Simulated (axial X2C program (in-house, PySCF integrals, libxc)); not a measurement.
The numbers below are computed, except where a source is named.
## CdB: input and output

Program: an in-house all-electron X2C program for linear molecules (integrals from PySCF).

Input:
```json
{
 "zs": [
  48,
  5
 ],
 "q": 0,
 "bas": [
  "dyall-v3z",
  "dyall-v3z"
 ],
 "levels": [
  "PBE0",
  "HF",
  "BP86",
  "PW91"
 ],
 "cc": false,
 "r0": 1.216,
 "npts": 10,
 "nst": 2,
 "ntry": 6
}
```
```bash
python so2c.py task.json out
```

Keys: zs atomic numbers; q charge; bas basis sets; levels methods; cc coupled cluster on or off; r0 starting distance in Å; npts points on the curve; nst determinants followed; ntry starts of the search. HF also brings MP2.

Output of the PW91 step, spin-free, at R = 2.413 Å for the state M_S = 1/2, Λ = 1. It starts from PBE0 orbitals of this distance.

```
spin-free X2C-1e  PW91
basis functions 169  fitting functions 915  grid points 5083
iter        total energy     max residual
   1      -5619.155688880     1.55e-01
   2      -5619.159832467     4.85e-03
   3      -5619.159198943     8.61e-03
   4      -5619.160025523     2.20e-03
   5      -5619.159903925     3.31e-03
   6      -5619.160134313     1.73e-04
   7      -5619.160136565     1.40e-04
   8      -5619.160137865     8.83e-05
   9      -5619.160138673     2.96e-05
  10      -5619.160138688     3.87e-06
  11      -5619.160138689     4.62e-07
converged
one-electron -7844.20197662  Coulomb 2332.72309124  exact exchange 0.00000000  xc functional -160.31388100  nuclear repulsion 52.63262769
```
Energies are in hartree; totals compare only within one Hamiltonian and basis.
